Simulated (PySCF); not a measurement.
ClH3SSi, SMILES S[SiH2]Cl.

Coordinates come from a B3LYP-D3(BJ)/def2-TZVP optimisation. Other conformers were not sampled.

All values below come from B3LYP-D3(BJ)/def2-TZVP in PySCF 2.14.0.

Frequencies are harmonic and unscaled.

```tsv
mode	ν (cm⁻¹)	IR (km/mol)	moving atoms (share of kinetic energy)
1	161	4.1	H 32 %, Cl 29 %, S 21 %, Si 18 %
2	217	17.0	H 66 %, S 18 %, Cl 10 %
3	481	29.5	Si 37 %, S 32 %, Cl 20 %, H 11 %
4	511	23.7	H 80 %, Si 15 %
5	555	113.8	Si 56 %, Cl 24 %, S 14 %
6	700	4.1	H 93 %
7	807	37.1	H 93 %
8	878	211.9	H 91 %
9	944	103.8	H 96 %
10	2259	73.9	H 98 %
11	2276	81.5	H 96 %
12	2669	1.1	H 97 %
```
